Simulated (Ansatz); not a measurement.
Re₂O₆⁻. The state is a doublet with charge -1. Geometry PBE-D4/def2-SVPD; atoms count from 1.

Cartesian coordinates in Å:
```
Re -0.5634 -0.5257 -0.8716
Re 1.1574 0.5319 0.8829
O 0.8375 0.7119 -1.0829
O -2.4128 -0.0196 -1.2132
O -0.0154 -2.1238 -1.1990
O -2.1015 0.0646 0.2208
O 0.5665 1.7777 1.9267
O 2.5317 -0.4168 1.3361
```

In the def2 sets Re takes a core potential; there is no spin–orbit coupling. The structure holds one bond between oxygen atoms, so isomers without such links may lie far lower. No other spin state of charge -1 was run. Another isomer (doublet) lies 0.13 eV lower at PBE0-D4/def2-TZVPD; other spin states weren't run for this one.

(1) Estimate the Mulliken populations from the PBE0/def2-TZVPD orbitals of Ansatz.

(2) Where does the spin sit?

(3) And the Mayer bond orders between bonded heavy atoms (over 0.3)?

## Answers

(1) 
```tsv
atom	charge (e)	spin (α − β)	d electrons
Re1	1.21	0.93	4.51
Re2	1.03	0.04	4.58
O3	-0.58	0.00	–
O4	-0.36	0.01	–
O5	-0.62	-0.02	–
O6	-0.33	0.03	–
O7	-0.67	0.00	–
O8	-0.67	0.00	–
```
Mulliken values and Mayer orders depend strongly on the basis. With diffuse functions, as here, like atoms can get unlike values, and bond orders can come out too low or too high.

(2) Summed by element: Re 0.97, O 0.03, of 1 unpaired in all. Largest on single atoms: Re1 0.93, Re2 0.04, O6 0.03.

(3) Re1–Re2 0.91 (2.68 Å); Re1–O3 0.86 (1.88 Å); Re1–O4 0.81 (1.95 Å); Re1–O5 1.86 (1.72 Å); Re1–O6 0.83 (1.98 Å); Re2–O3 0.49 (2.00 Å); Re2–O7 1.91 (1.73 Å); Re2–O8 1.91 (1.73 Å); O4–O6 0.66 (1.47 Å).
